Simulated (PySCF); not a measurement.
A small calculation by hand: chemical shift, span and skew from a shielding tensor

GaH₄P, SMILES [PH2][GaH2]. Atoms are numbered in the order given.

```xyz
6

Ga     0.7585    -0.0065     0.0000
H      1.5202     0.0237    -1.3636
H      1.5202     0.0237     1.3636
P     -1.5393     0.1189     0.0000
H     -1.7323    -0.8152    -1.0498
H     -1.7323    -0.8152     1.0498
```
Charge 0, spin multiplicity 1.

Geometry: r2SCAN-D4/def2-TZVP.

GIAO shieldings from PBE0/pcSseg-2 (PySCF), non-relativistic, no solvent. The symmetric part of the tensor of P4 has the principal values 502.2, 535.5, 618.5 ppm. The same nucleus in PH3 has σ = 579.7 ppm at this level (PySCF, at its B3LYP-D3(BJ)/def2-TZVP geometry).

Q: Work out the isotropic shielding, the ³¹P shift against PH3, the span and the skew.

A: 
σ(iso) = (σ11 + σ22 + σ33)/3 = 552.1 ppm. δ = σ(ref) − σ(iso) = 579.7 − (552.1) = 27.6 ppm.
Span Ω = σ33 − σ11 = 116.3 ppm. Skew κ = 3(σ(iso) − σ22)/Ω = 0.43. Tumbling in solution averages the tensor to δ; in a static solid the shielding alone would spread this spin-1/2 line over Ω.
